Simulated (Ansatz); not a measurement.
Geometry optimisation, RHF/def2-SVP in Ansatz.

Input:

```yaml
crystal:
  periodic: [false, false, false]
  atoms:
    - { symbol: Hf, position_ang: [0.093127, -0.454783, -0.603935] }
    - { symbol: "N", position_ang: [0.490425, 0.060882, 2.723903] }
    - { symbol: H, position_ang: [-0.251491, 0.359415, 3.332809] }
    - { symbol: H, position_ang: [1.367505, 0.211063, 3.190226] }
    - { symbol: Cl, position_ang: [2.162845, 0.692761, -0.830617] }
    - { symbol: Cl, position_ang: [-1.785736, 0.949333, -0.222468] }
    - { symbol: Cl, position_ang: [-0.315015, -1.42883, -2.726925] }
    - { symbol: O, position_ang: [0.195584, -2.051222, 0.610558] }
    - { symbol: Al, position_ang: [0.308298, -3.712404, 0.989844] }
    - { symbol: H, position_ang: [1.120223, -4.651455, 0.024476] }
    - { symbol: H, position_ang: [-0.380144, -4.214529, 2.311607] }
    - { symbol: H, position_ang: [0.37968, -0.941931, 2.526622] }
basis:
  gaussian: { orbitals: def2-SVP }
hamiltonian:
  xc: hf
relax:
  f_tol: 0.03
  max_steps: 50
output:
  orbitals: {}
```

Run as:

```bash
$ ansatz run input.yaml --threads 4 --pin off --max-ram 5120MiB --backend cpu --events-out ev --progress --plain --runs-dir out
```

Q: Where does it end, and by what steps?

A: It converged. The force dipped under the threshold on the way, but the program's further checks kept it going. After 16 steps the energy has fallen by 0.928 eV; H3 moved furthest, 1.32 Å. Joined: Hf1–N2.

```json
{"step": "0", "energy less start (eV)": "0.0000", "largest force component (eV/Å)": "1.622", "accepted": "yes"}
{"step": "1", "energy less start (eV)": "-0.2761", "largest force component (eV/Å)": "1.572", "accepted": "yes"}
{"step": "2", "energy less start (eV)": "-0.5229", "largest force component (eV/Å)": "1.653", "accepted": "yes"}
{"step": "3", "energy less start (eV)": "-0.7318", "largest force component (eV/Å)": "1.639", "accepted": "yes"}
{"step": "4", "energy less start (eV)": "-0.8275", "largest force component (eV/Å)": "1.212", "accepted": "yes"}
{"step": "5", "energy less start (eV)": "-0.8784", "largest force component (eV/Å)": "0.421", "accepted": "yes"}
{"step": "6", "energy less start (eV)": "-0.8991", "largest force component (eV/Å)": "0.305", "accepted": "yes"}
{"step": "7", "energy less start (eV)": "-0.9089", "largest force component (eV/Å)": "0.309", "accepted": "yes"}
{"step": "8", "energy less start (eV)": "-0.9131", "largest force component (eV/Å)": "0.199", "accepted": "yes"}
{"step": "9", "energy less start (eV)": "-0.9242", "largest force component (eV/Å)": "0.069", "accepted": "yes"}
{"step": "10", "energy less start (eV)": "-0.9145", "largest force component (eV/Å)": "0.611", "accepted": "no"}
{"step": "11", "energy less start (eV)": "-0.9256", "largest force component (eV/Å)": "0.039", "accepted": "yes"}
{"step": "12", "energy less start (eV)": "-0.9260", "largest force component (eV/Å)": "0.153", "accepted": "yes"}
{"step": "13", "energy less start (eV)": "-0.9273", "largest force component (eV/Å)": "0.027", "accepted": "yes"}
{"step": "14", "energy less start (eV)": "-0.9275", "largest force component (eV/Å)": "0.053", "accepted": "yes"}
{"step": "15", "energy less start (eV)": "-0.9281", "largest force component (eV/Å)": "0.062", "accepted": "yes"}
{"step": "16", "energy less start (eV)": "-0.9282", "largest force component (eV/Å)": "0.027", "accepted": "yes"}
```

```xyz
12
Properties=species:S:1:pos:R:3
Hf 0.124 -0.517 -0.056
N 0.430 0.141 2.280
H 0.302 1.133 2.417
H 1.353 -0.086 2.618
Cl 2.195 0.721 -0.270
Cl -2.008 0.560 0.353
Cl -0.219 -1.057 -2.376
O 0.293 -2.300 0.648
Al 0.358 -3.997 0.864
H 1.097 -4.882 -0.201
H -0.302 -4.573 2.172
H -0.236 -0.326 2.877
```

The run took 87 s on 4 threads of Arm Neoverse N1, with other jobs on the host, peak memory 0.51 GiB.
